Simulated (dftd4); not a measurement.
Br₂Zn, triplet, geometry from GFN2-xTB (such geometries of metal compounds can be far from the true shape) (a higher spin typed on purpose: for a closed-shell molecule this is an excited state); D4 for hf in dftd4 4.2.0.

dftd4 was given this input:
```
$ dftd4 mol.xyz --func hf --charge 0 --json dftd4.json --noedisp --property

# file mol.xyz
3

Zn    -0.65103938    -0.87546759    -1.10303552
Br     0.14629806     1.61838306    -0.43563739
Br     0.41173569    -0.86798227     1.38109641
```

It wrote (shortened):

```
                    ____  _____ _____     ____  _  _
      -------------|  _ \|  ___|_   _|---|  _ \| || |------------
     |             | | | | |_    | | ___ | | | | || |_           |
     |             | |_| |  _|   | ||___|| |_| |__   _|          |
     |             |____/|_|     |_|     |____/   |_|            |
     |             ===================================           |
     |            E. Caldeweyher, S. Ehlert & S. Grimme          |
     |          Mulliken Center for Theoretical Chemistry        |
     |                    University of Bonn                     |
      -----------------------------------------------------------

Rational (Becke-Johnson) damping: hf-D4-ATM
---------------------
  s6         1.0000
  s8         1.6168
  s9         1.0000
  a1         0.4496
  a2         3.3574
 alp        16.0000
--------------------

Atomic data, radii in Ångström:
------------------------------------------------------
   Z          R(cov)      r4/r2   hardness         EN
------------------------------------------------------
  30 Zn       1.4533     2.6978     0.2759     1.6500
  35 Br       1.5200     2.4294     0.4345     2.9600
------------------------------------------------------

Atomic reference systems (in atomic units):
----------------------------------------------------------------------------
   Z        #      CN     q+Z       C6(AA)   #      CN     q+Z       C6(AA)
----------------------------------------------------------------------------
  30 Zn     1  0.0000 30.0000     346.5908   2  1.7534 30.2580     116.4186
  35 Br     1  0.0000 35.0000     167.8010   2  0.8714 34.8551     184.6349
----------------------------------------------------------------------------

Atomic properties (in atomic units):
----------------------------------------------------------------------------
     #    Z              CN          q      C6(AA)        C8(AA)   alpha(0)
----------------------------------------------------------------------------
     1   30 Zn       1.3344     0.4688    113.7870     8872.4321    20.9384
     2   35 Br       1.0887    -0.2344    187.1116    11830.8769    22.0699
     3   35 Br       1.0887    -0.2344    187.1116    11830.8769    22.0699
----------------------------------------------------------------------------

Molecular properties (in atomic units):
----------------------------------------
 molecular C6                1436.3391
 molecular C8               96507.0780
----------------------------------------

Dispersion energy:      -1.0621072432737E-02 Eh

[Info] JSON dump of results written to 'dftd4.json'
```
